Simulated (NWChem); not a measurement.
## Atomisation of F$_{3}$In

```
In
F 1 1.9583
F 1 1.9583 2 120.01
F 1 1.9583 2 120.01 3 180.00
```
Charge 0, spin multiplicity 1.

The numbers come from NWChem runs, not from measurements. The geometry was optimised at PBE/def2-SVP with def2 effective core potentials on In, a minimum by its harmonic frequencies.

Basis set: def2-TZVP. The atomisation energy is electronic alone: no zero-point, thermal, spin-orbit or counterpoise terms. No value is extrapolated to the basis-set limit. Free atoms are single determinants with multiplicities In 2, F 2. Correlated methods freeze the same cores in atoms and molecule, 7 orbitals in all.

Effective core potentials replace the inner electrons of In; spin-orbit coupling is left out. B3LYP has NWChem's definition, with VWN1-RPA local correlation. The structure started from a generated list of species. The stability of the SCF solutions was not checked. Open-shell Hartree-Fock references start from PBE0 orbitals.

Problem. One of these methods gave an atomisation energy of 279.8 kcal/mol. Which?
A) CAM-B3LYP
B) LDA (SVWN5)
C) MP2
D) B3LYP

Solution. D, B3LYP. The others give 349.3 (LDA (SVWN5)), 300.4 (MP2), 288.0 (CAM-B3LYP).
